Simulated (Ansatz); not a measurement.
Input file for Ansatz (a program for electronic structure): U-CCSD(T)/def2-TZVPP on FHSn (SMILES [F][SnH]), a point of a bond scan (R = 2.421 Å). Elements past Kr take the def2 small-core potentials; no spin–orbit coupling. The run froze 10 orbitals, filled d shells among them.

Ansatz 0.2 input:
```yaml
crystal:
  periodic: [false, false, false]
  atoms:
    - {symbol: Sn, position_ang: [-0.09096150, -0.17370643, 0.21890608]}
    - {symbol: H, position_ang: [-1.36553813, -1.40950973, -1.42715734]}
    - {symbol: F, position_ang: [0.62035194, 1.08604865, -1.10498931]}
basis:
  gaussian:
    orbitals: def2-TZVPP
correlation: {method: ccsd_t, electrons: outside_noble_gas}
scf: {omitted_lower_state_checks: [cluster_reference]}
magnetization: {spin_polarized: true, initial_magnetization: 0}
```

Problem. What total energy does the run end on?

Solution. -313.7639 hartree (reference determinant -313.3914, T1 diagnostic 0.055). Its determinant has ⟨S²⟩ = 0.23, a mixture of spin states.

Problem. How many basis functions does it have, and what does it roughly cost on one machine?

Solution. 95 functions; very roughly 9 core-seconds.
